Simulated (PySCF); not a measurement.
Isomers of C5H14GeO, from PBE0-D3(BJ)/def2-SVP geometry optimisation, gas phase (PySCF). One conformer each, no zero-point energy, no frequencies.

Question: Which isomer lies lowest at this level?
A. `[CH3:1][CH2:2][CH2:3][Ge@H:4]([CH3:5])[O:6][CH3:7]` with C1–C2–C3–Ge4 178°, C2–C3–Ge4–C5 57°, C3–Ge4–O6–C7 -60°: A = 2219, B = 1181, C = 907.9 MHz, dipole 1.34 D
B. `[CH3:1][CH2:2][CH2:3][C@@H:4]([CH3:5])[O:6][GeH3:7]` with C1–C2–C3–C4 174°, C2–C3–C4–C5 63°, C3–C4–O6–Ge7 75°: A = 2806, B = 736.8, C = 609.1 MHz, dipole 1.13 D
C. GeH2Me(OtBu), `[H][Ge]([H])([CH3])[O]C(C)(C)C`: A = 3441, B = 968.0, C = 921.6 MHz, dipole 0.60 D

Answer: C. That is GeH2Me(OtBu), `[CH3][GeH2][O]C(C)(C)C`, 2.9 kcal/mol below the next.

```json
{"SMILES": "[H][Ge]([H])([CH3])[O]C(C)(C)C", "mapped SMILES": "–", "E (Eh)": "-2350.17648", "relative (kcal/mol)": "0.0", "relative (kJ/mol)": "0.0", "dipole (D)": "0.60"}
{"SMILES": "CC[CH2][Ge@H]([CH3])[O]C", "mapped SMILES": "[CH3:1][CH2:2][CH2:3][Ge@H:4]([CH3:5])[O:6][CH3:7]", "E (Eh)": "-2350.17184", "relative (kcal/mol)": "2.9", "relative (kJ/mol)": "12.2", "dipole (D)": "1.34"}
{"SMILES": "CCC[C@@H](C)[O][GeH3]", "mapped SMILES": "[CH3:1][CH2:2][CH2:3][C@@H:4]([CH3:5])[O:6][GeH3:7]", "E (Eh)": "-2350.16086", "relative (kcal/mol)": "9.8", "relative (kJ/mol)": "41.0", "dipole (D)": "1.13"}
```
